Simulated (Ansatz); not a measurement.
System: CH₄B (charge 0, doublet). It need not be the lowest isomer of its formula. 
Coordinates optimised at B3LYP-D3(BJ)/def2-TZVP (Ansatz, a first-principles code):
```xyz
6

B      0.8067     0.0823     0.0093
C     -0.7079    -0.0722    -0.0081
H      1.5076    -0.8176    -0.3399
H      1.3034     1.1043     0.3723
H     -1.2154    -0.8892    -0.5127
H     -1.3813     0.6243     0.4828
```
Charge 0, spin multiplicity 2.

Basis-set convergence of Hartree-Fock and CCSD correlation energies (hartree) with Ansatz. Correlated levels leave the core frozen unless marked. Open shells are spin-unrestricted. Spin-orbit coupling is left out. No relativistic terms.

| basis | functions | E(HF) | E(corr, CCSD) |
|---|---|---|---|
| aug-cc-pVDZ | 82 | -64.83054 | -0.24475 |
| aug-cc-pVTZ | 184 | (withheld) | (withheld) |

Q: What belongs in the gaps?

A: 
- aug-cc-pVTZ, E(HF): -64.84809
- aug-cc-pVTZ, E(corr, CCSD): -0.28437
